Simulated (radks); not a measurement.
Results of a calculation; reference values are marked as such.
Ni XIV, 15 electrons, occupied as [Ne] 3s2 3p3.

Code: a radial shooting solver on a logarithmic mesh with Libxc functionals. Model: scalar-relativistic Kohn-Sham, SCAN, spin-polarised, spherical densities, finite nucleus; open shells are filled with parallel spins first; meta-GGA in the generalised Kohn-Sham scheme; Fermi nuclear charge, rms radius 3.7757 fm.

Energy parts (hartree):
total: -1444.85202
kinetic: 1466.55450
electron-nucleus: -3230.42603
Hartree: 370.46658
exchange-correlation: -51.44707

Orbitals (lengths in bohr, moments of r in powers of bohr; <r^-3> diverges for s and p1/2):
orbital  occ.  eigenvalue (hartree)      <r>  <r^-3>
1s up       1             -317.9249  0.05411       -
1s down     1             -317.8027  0.05409       -
2s up       1             -51.29001   0.2426       -
2s down     1             -51.21999   0.2424       -
2p up       3             -46.23972   0.2132   634.1
2p down     3             -46.11157   0.2132   632.4
3s up       1             -16.74205   0.6405       -
3s down     1             -16.22875   0.6456       -
3p up       3             -15.14136   0.6373   121.1

The highest occupied level is 3p up at -412.02 eV. The spin density at the nucleus is 2.250 e/bohr^3 (1s -3.887, 2s 2.013, 3s 4.124). For comparison, the ionisation energy in NIST's Atomic Spectra Database is 429 eV (semi-empirical). In exact Kohn-Sham theory the highest level is minus the ionisation energy, but local and semilocal functionals leave it too shallow, through self-interaction and a potential that decays too fast; potentials with the right tail come closer. The electron density at the nucleus is 1.987e+04 e/bohr^3 (large components only).

Empty levels of this run are not shown, since the potential may be unsettled where no density lies.
